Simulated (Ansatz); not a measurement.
A nudged elastic band was laid between two geometries of CH$_{5}$FOSn (9 atoms, charge 0, multiplicity 1).

Level of theory: RKS B3LYP-D4/def2-SVP (Ansatz).

* movable images: 5
* climbing image: yes
* spring: 5.0 eV/Å²
* optimiser: quadratic models (default)
* start path: through a guess of the saddle point
* force threshold: 0.05 eV/Å
* iteration limit: 60
* end points: relaxed

First end point:

```xyz
9
Properties=species:S:1:pos:R:3
F -1.936 1.846 0.022
C -1.236 0.702 0.304
O -0.128 0.660 -0.503
Sn 1.320 -0.726 -0.356
H -0.976 0.736 1.386
H -1.923 -0.154 0.124
H 1.926 -0.658 1.251
H 0.607 -2.250 -0.707
H 2.434 -0.203 -1.538
```

Last end point:

```xyz
9
Properties=species:S:1:pos:R:3
F -1.020 0.309 1.439
C -1.288 0.678 0.114
O -0.136 0.755 -0.603
Sn 1.318 -0.614 -0.243
H -1.997 -0.087 -0.270
H -1.780 1.669 0.144
H 2.155 -0.163 1.181
H 0.560 -2.151 -0.127
H 2.277 -0.444 -1.651
```

Task: What changes between the two ends?

Result: No bond is made or broken. The dihedral F1–C2–O3–Sn4 goes from 174 to 38°.

Task: What energy profile does the band end with?

Result: The run converged. The highest image is number 0 of 0 to 6, 0.0 kJ/mol above the first end and 22.9 kJ/mol above the last; the last end lies 22.9 kJ/mol below the first. The highest image is an end point: on this band no image between the ends rises above it. Between wells the path still climbs a hump at image 4, 0.05 eV above the well before it.

```json
{"image": "0", "path coordinate (Å)": "0.00", "energy (kJ/mol)": "0.0", "dihedral F1–C2–O3–Sn4 (°)": "174"}
{"image": "1", "path coordinate (Å)": "0.02", "energy (kJ/mol)": "0.0", "dihedral F1–C2–O3–Sn4 (°)": "173"}
{"image": "2", "path coordinate (Å)": "1.27", "energy (kJ/mol)": "-7.3", "dihedral F1–C2–O3–Sn4 (°)": "110"}
{"image": "3", "path coordinate (Å)": "2.53", "energy (kJ/mol)": "-22.1", "dihedral F1–C2–O3–Sn4 (°)": "52"}
{"image": "4", "path coordinate (Å)": "3.78", "energy (kJ/mol)": "-17.3", "dihedral F1–C2–O3–Sn4 (°)": "47"}
{"image": "5", "path coordinate (Å)": "5.03", "energy (kJ/mol)": "-18.0", "dihedral F1–C2–O3–Sn4 (°)": "53"}
{"image": "6", "path coordinate (Å)": "6.28", "energy (kJ/mol)": "-22.9", "dihedral F1–C2–O3–Sn4 (°)": "38"}
```

The band took 24 iterations and about 9 core-minutes.

Run time: 5 min on 2 threads of Arm Neoverse V1, with other jobs on the host, peak memory 0.21 GiB.
